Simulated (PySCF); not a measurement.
# Fractional electron number in Zr (zirconium, neutral)

The 5s beta orbital of [Kr] 4d2 5s2 is emptied in steps (occupation f), with all orbitals relaxed, ending at [Kr] 4d2 5s1. Calculation: PySCF 2.14, in def2-TZVP with the def2 core potential (28 electrons); scalar relativity through the core potential. The exact energy is a straight line in f; departures are measured from the line between the end points of the same method.

```json
{"f": "1", "BHandHLYP (eV)": "0.000"}
{"f": "0.9", "BHandHLYP (eV)": "-0.117"}
{"f": "0.7", "BHandHLYP (eV)": "-0.278"}
{"f": "0.5", "BHandHLYP (eV)": "-0.336"}
{"f": "0.3", "BHandHLYP (eV)": "-0.288"}
{"f": "0.1", "BHandHLYP (eV)": "-0.125"}
{"f": "0", "BHandHLYP (eV)": "0.000"}
```

```tsv
method	E(f=0) − E(f=1) (eV)	−ε at f=1 (eV)	−ε at f=0.5 (eV)
BHandHLYP	6.373	5.080	6.343
```

Orbital energy along the path (eV):

| f | BHandHLYP |
| --- | --- |
| 1 | -5.080 |
| 0.9 | -5.323 |
| 0.7 | -5.822 |
| 0.5 | -6.343 |
| 0.3 | -6.893 |
| 0.1 | -7.482 |
| 0 | -7.729 |

Reference removal energy between the ground levels: 6.634 eV (measured; NIST Atomic Spectra Database, ionization energies). The calculation has no spin-orbit coupling.
